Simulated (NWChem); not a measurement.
Molecule: ZnSiH₃Cl; SMILES [SiH3][Zn][Cl]

```xyz
6

Zn    -0.0084     0.0566    -0.0004
Cl     0.0049     2.1784     0.0003
Si    -0.0317    -2.2964    -0.0015
H      0.6404    -2.8405    -1.2230
H     -1.4359    -2.8141     0.0205
H      0.6791    -2.8424     1.1970
```
Atoms are numbered in this order, from 1.

Level: PBE0/def2-SVP (NWChem), optimised geometry, unscaled harmonic frequencies. 

| frequency (cm⁻¹) | IR intensity (km/mol) |
|---|---|
| 87 | 8.8 |
| 87 | 8.8 |
| 295 | 4.0 |
| 451 | 61.3 |
| 460 | 2.7 |
| 460 | 2.7 |
| 858 | 237.7 |
| 931 | 35.2 |
| 931 | 35.3 |
| 2215 | 56.0 |
| 2226 | 84.0 |
| 2226 | 83.9 |

The zero-point energy comes out as 16.0 kcal/mol, the thermal correction to the enthalpy at 298.15 K (with zero-point energy) is 20.2 kcal/mol and the heat capacity Cv is 17.1 cal/(mol K). The entropy at 298.15 K and 1 atm (symmetry number 3) comes out as 74.9 cal/(mol K). The dipole moment is 1.99 D.

Rigid rotor and harmonic oscillator; modes under 100 cm⁻¹ make the entropy uncertain.
